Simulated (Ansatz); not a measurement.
Consider the ligand exchange at a Ge–O bond: `O[SiH2][O][GeH2][OH]` + `O[SiH3]` → `[OH][GeH2][O][SiH3]` + `O[SiH2]O`.

Calculated with Ansatz (gas phase, PBE0-D4/def2-TZVP geometries, no zero-point term in ΔE). CBS: MP2 limit from def2 TZ/QZ plus the TZ coupled-cluster correction, frozen cores. DFT in def2-TZVPP. For Ge outer-core shells are correlated without core-valence functions, which leaves a few kJ/mol of doubt a bond. Scalar relativity is left out up to krypton. One conformer a species, not always the lowest.

```tsv
level	ΔE (kJ/mol)
PBE-D4	-2.6
r2SCAN-D4	-2.5
MP2/def2-QZVPP	-2.5
CCSD/CBS(def2)	-2.2
```

**Question.** What does CCSD(T)/CBS give? (Estimate.)

**Answer.** Ansatz gave: -2.2 kJ/mol. The listed levels differ from it by -0.4, -0.3, -0.3, 0.0 kJ/mol.

Largest T1 diagnostic among the species: 0.012.
